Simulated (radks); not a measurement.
Values are calculated unless marked as measured or tabulated.
Bi32+, 51 electrons, occupied as [Kr] 4d10 4f5 (the NIST ground configuration).

Code: a radial shooting solver on a logarithmic mesh with Libxc functionals. Model: non-relativistic Kohn-Sham, LDA (Slater exchange, Perdew-Wang correlation), spin-unpolarised, spherical densities, point nucleus; relativity is left out, which matters for an element this heavy.

Energy parts (eV):
part                       energy
total                  -532382.55
kinetic                 532255.48
electron-nucleus      -1205924.86
Hartree                 149833.78
exchange-correlation     -8546.95

Orbitals (lengths in bohr, moments of r in powers of bohr; <r^-3> diverges for s and p1/2):
| orbital | occ. | eigenvalue (eV) | <r> | <r^-3> |
|---|---|---|---|---|
| 1s | 2 | -82111.36 | 0.01824 | - |
| 2s | 2 | -14830.32 | 0.07667 | - |
| 2p | 6 | -14333.52 | 0.06473 | 20360 |
| 3s | 2 | -4413.804 | 0.1918 | - |
| 3p | 6 | -4178.258 | 0.1823 | 4533 |
| 3d | 10 | -3738.161 | 0.1588 | 811.7 |
| 4s | 2 | -1763.705 | 0.3985 | - |
| 4p | 6 | -1658.411 | 0.3969 | 1268 |
| 4d | 10 | -1465.460 | 0.3899 | 212.7 |
| 4f | 5 | -1211.939 | 0.3664 | 54.86 |

The highest occupied level is 4f at -1211.9 eV. For comparison, the ionisation energy in NIST's Atomic Spectra Database is 1250 eV (theoretical). In exact Kohn-Sham theory the highest level is minus the ionisation energy, but local and semilocal functionals leave it too shallow, through self-interaction and a potential that decays too fast; potentials with the right tail come closer. Summed over all electrons, <r^2> = 4.583 bohr^2, which gives a Langevin (diamagnetic) susceptibility term of -3.63 x 10^-6 cm^3/mol. The density falls to 0.001 e/bohr^3 at r = 1.14 bohr.

Beside tabulated values, note that spin-unpolarised runs miss the spin-polarisation part of the exchange energy of open shells.
